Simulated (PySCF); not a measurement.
## Cr (chromium, neutral) across methods

[Ar] 3d4 4s1 5s1, high-spin 7D determinant (an excited configuration). Calculation: PySCF 2.14, in aug-cc-pVTZ (8s7p5d3f2g, 93 functions); the non-relativistic Hamiltonian (point nucleus). The B2PLYP total includes its PT2 part (frozen core); its orbital energies are those of the SCF part.

| method | E (hartree) | mean ε 3d α (eV) | mean ε 4s α (eV) | mean ε 5s α (eV) | Σ⟨r²⟩ (bohr²) | ⟨S²⟩ |
| --- | --- | --- | --- | --- | --- | --- |
| LC-wPBE | -1044.034 | -16.623 | -11.394 | -2.575 | 110.8 | 12.000 |
| PBE0 | -1044.023 | -13.846 | -9.171 | -1.846 | 109.0 | 12.000 |
| UHF | -1043.18618 | -19.849 | -10.923 | -2.310 | 113.5 | 12.001 |
| r2SCAN | -1044.199 | -12.179 | -8.736 | -1.546 | 108.8 | 12.001 |
| LDA | -1041.952 | -11.793 | -8.693 | -1.590 | 104.7 | 12.000 |
| B2PLYP | -1043.961 | -15.963 | -9.765 | -1.899 | 110.8 | 12.001 |
| PBE | -1043.984 | -11.673 | -8.471 | -1.603 | 107.3 | 12.000 |
| revPBE | -1044.122 | -11.662 | -8.416 | -1.612 | 108.8 | 12.000 |

The outer electron is Rydberg-like, and this basis confines it to a smaller radius and binds it less than a complete one would.
